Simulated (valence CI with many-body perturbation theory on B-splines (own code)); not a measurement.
## From CI to CI+MBPT in I13+

Calculated by configuration interaction combined with many-body perturbation theory (CI+MBPT): four valence electrons over a frozen Dirac-Fock core [Kr], radial functions for each j: 9 s, 9 p, 10 d, 8 f, 5 g, 3 h, 1 i, with the one-electron correlation potential Σ1 (screened to all orders), the two-electron term Σ2, the three-electron term Σ3, Breit, model QED; selected single and double excitations, second order for the rest (own B-spline code, finite nucleus).

No measured spectrum was set against this ion. As an estimate, terms of the open shell hold to 2 to 4 % of their energy, and close levels can change places. Core correlation moves these levels by up to 7000 cm⁻¹, and in measured spectra 5 to 20 % of such shifts remained as error; rates that hang on mixing are uncertain with them. Only levels of the ground parity were solved; by the run's estimate the other parity begins above the list, which can be wrong where configurations are misplaced.

Each rung adds one term. CI alone is the Dirac-Coulomb CI over the frozen core; QED comes last and gives the full result, which names the levels. Energies are above 4d4 5D_0 on the same rung, in cm⁻¹.

Names give the largest LS component (configuration and term), which can be under half, so a name can repeat, a term be missing and a line seem to break the LS rules; names also repeat where a configuration has a term twice. Letters in brackets count levels of one name in rising energy.

```tsv
Level	CI alone	+ Σ1	+ Σ2	+ Σ3	+ Breit	Full
4d4 5D_1	6208	6429	6416	6618	6251	6287
4d4 5D_2	12311	12681	12666	12902	12272	12331
4d4 5D_3	17591	18045	18008	18195	17401	17472
4d4 5D_4	21874	22346	22217	22275	21417	21488
4d4 3P_0 [a]	34434	34785	35721	35047	34566	34617
4d4 3H_4	39965	40356	37689	37007	36389	36439
4d4 3G_3	47056	47500	45471	44437	43822	43878
4d4 3H_5	49153	49724	46466	45827	44903	44977
4d4 3F_2 [a]	48193	48621	47774	46927	46336	46392
4d4 3P_1 [a]	46974	47503	48150	47599	46841	46916
4d4 3H_6	53607	54239	50593	49977	48886	48967
4d4 3G_4	56808	57512	55342	54443	53404	53496
4d4 3P_2 [a]	58745	59358	58502	57415	56539	56620
4d4 3F_4 [a]	60572	61227	59358	58205	57131	57226
4d4 3F_3 [a]	62742	63422	61334	60128	59206	59291
4d4 3D_3	66331	66984	65169	63773	62728	62827
4d4 3G_5	69680	70565	67936	66927	65489	65614
4d4 3P_2 [b]	69595	70292	70528	69572	68464	68571
4d4 1I_6	75337	76226	71887	70992	69552	69671
4d4 3D_1	73515	74288	72774	71130	70016	70128
4d4 1G_4 [a]	83551	84499	82208	80503	79155	79282
4d4 1S_0 [a]	83288	84108	85189	82501	81271	81393
4d4 3P_2 [c]	85888	86702	85109	83768	82683	82790
4d4 1F_3	91444	92262	89434	87597	86406	86517
4d4 3P_2 [d]	97781	98476	97527	95444	94482	94576
4d4 3F_4 [b]	102459	103291	102650	100645	99362	99483
4d4 3F_2 [b]	106747	107697	105684	103791	102446	102578
4d4 3F_3 [b]	108258	109175	107163	105030	103756	103880
4d4 3P_1 [b]	109181	110070	108614	106478	105301	105424
4d4 3P_0 [b]	114752	115706	114224	111734	110495	110624
4d4 1G_4 [b]	117498	118409	115424	113007	111734	111852
```

Problem. How does the ionisation energy move along the ladder, and which term matters most?

Solution. CI alone 303.98, + Σ1 306.05, + Σ2 307.81, + Σ3 307.86, + Breit 307.79, + QED 307.81 eV. The largest step is Σ1, 2.08 eV. NIST lists 307 ± 3 eV (theoretical).
